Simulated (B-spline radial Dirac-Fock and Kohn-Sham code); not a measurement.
Z = 23 (vanadium), transition energy 2020 keV. Model: a Dirac-Hartree-Slater potential of the neutral atom with a Latter tail (no hole, which puts coefficients of high multipoles low close above an edge), finite nucleus with surface currents. Program: a B-spline atomic structure program. Subshells that would emit electrons below 1 keV are left out, and so is internal pair formation.

Question: A pure transition shows α(K) = 2.67e-05, L1/L2 = 392 and L1/L3 = 281. What is its multipolarity?
A. M1
B. E4
C. E3
D. M2
E. M3
F. M4
G. E1
H. E2

Answer: A. For comparison, α(K), L1/L2, L1/L3 are E1 1.68e-05, 591, 173; E2 2.87e-05, 329, 204; E3 4.60e-05, 193, 217; E4 7.17e-05, 124, 209; M2 4.50e-05, 249, 372; M3 7.20e-05, 174, 386; M4 0.000112, 128, 312.

Values without a named source are computed, but for edge energies of neutral atoms, which are taken from tables.
